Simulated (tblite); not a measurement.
Q: What does the GFN2-xTB structure of `FC(F)O[C@@H]1O[C@@H]1O[SiH3]` look like in three dimensions?

A: 
```xyz
15
C3H6F2O3Si angstrom
F     -2.1059    1.9409   -0.8270
C     -1.9502    0.7644   -0.2184
F     -3.1671    0.1670   -0.2175
O     -1.0498    0.0323   -0.9338
C     -0.6601   -1.1422   -0.3131
O      0.0405   -1.0202    0.8871
C      0.7772   -1.4444   -0.2224
O      1.7158   -0.6511   -0.7359
Si     2.0089    0.9290   -0.3685
H     -1.6576    0.9300    0.8345
H     -1.4058   -1.9338   -0.3374
H      1.0732   -2.4919   -0.1990
H      2.1988    1.0582    1.0759
H      3.2339    1.0459   -1.1411
H      0.9438    1.8240   -0.8111
```

Orientation and origin are arbitrary. Atoms count from 1 in this order. The 2 C–F bonds span 1.334 Å (F1–C2, drawn single) to 1.356 Å (C2–F3, drawn single), a spread of 0.022 Å. Of the pairs four or more bonds apart, O4···Si9 is among the closest relative to their van der Waals radii: 3.24 Å, 89 % of the sum of Bondi's values. The 3-membered ring C5–O6–C7 has internal angles of 58.1° to 63.6°. Si9 (oxygen-bound silicon) has angles from 96.2° to 114.1°.

Bonds between heavy atoms (Å): F1–C2 1.334, C2–F3 1.356, C2–O4 1.363, O4–C5 1.384, C5–O6 1.395, O6–C7 1.398, C7–O8 1.332, O8–Si9 1.649, C5–C7 1.472.

Structure optimised with GFN2-xTB, isolated species.

Point group: C1 (no symmetry element, even within 0.4 Å). Its GFN2-xTB frequencies are all real (lowest 19 cm⁻¹). One conformer, not necessarily the lowest (F1–C2–O4–C5 172°, C2–O4–C5–O6 -64°, O6–C7–O8–Si9 -10°).

Hardware: one thread, Arm Neoverse N1 (aarch64), on a shared host. Cost: 1.8 s wall. These figures are those of the optimisation.

The numbers are calculated, not measured.
